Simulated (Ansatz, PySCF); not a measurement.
O₂P₂, SMILES o1p2op12. Atoms are numbered in the order given.

```xyz
4

P      0.0000     0.0000     1.2608
P      0.0000     0.0000    -1.2608
O      0.0000    -1.1126     0.0000
O      0.0000     1.1126     0.0000
```

Geometry: B3LYP-D3(BJ)/def2-SVP.

Vertical ionisation energy (IE) and electron affinity (EA) in eV. Rows of orbital energies are one-electron estimates. Where ΔSCF, EOM or ADC give a negative EA the extra electron is unbound and the value depends on the basis.

```
level                                                                  IE    EA
-------------------------------------------------------------------  ----  ----
−ε(HOMO), −ε(LUMO), ωB97X/def2-TZVPD (PySCF)                         7.75  0.96
−ε(HOMO), −ε(LUMO), PBE/def2-TZVPD (PySCF)                           5.01  3.36
ADC(2)/aug-cc-pVDZ (PySCF)                                           7.91  0.64
ΔSCF, PBE0/def2-SVPD (Ansatz), final states of multiplicity 2 and 2  8.02  0.67
ΔSCF, PBE/def2-SVPD (Ansatz), final states of multiplicity 2 and 2      …     …
```

Task: Complete the blanks. (An estimate is asked for; the answer gives what the named calculation found.)

Result: 
- ΔSCF, PBE/def2-SVPD (Ansatz, a quantum-chemistry and plane-wave program), final states of multiplicity 2 and 2, IE: 8.12
- ΔSCF, PBE/def2-SVPD (Ansatz), final states of multiplicity 2 and 2, EA: 0.36

Task: What vertical singlet–triplet gap does ΔSCF give with PBE0/def2-SVPD (Ansatz) and with PBE/def2-SVPD (Ansatz)? (Estimate from the structure and the level; the computed values follow.)

Result: 0.57 and 1.03 eV (triplet above singlet where positive).

Task: Beyond the first one, list the lowest photoelectron lines from ADC(2)/aug-cc-pVDZ run with PySCF 2.14.0 with their pole strengths (two spins summed). (The exact figures need the calculation; the answer reports its results.)

Result: 10.70 eV (1.69), 10.86 eV (1.65), 11.34 eV (1.65), 13.01 eV (0.93), 15.29 eV (0.71).
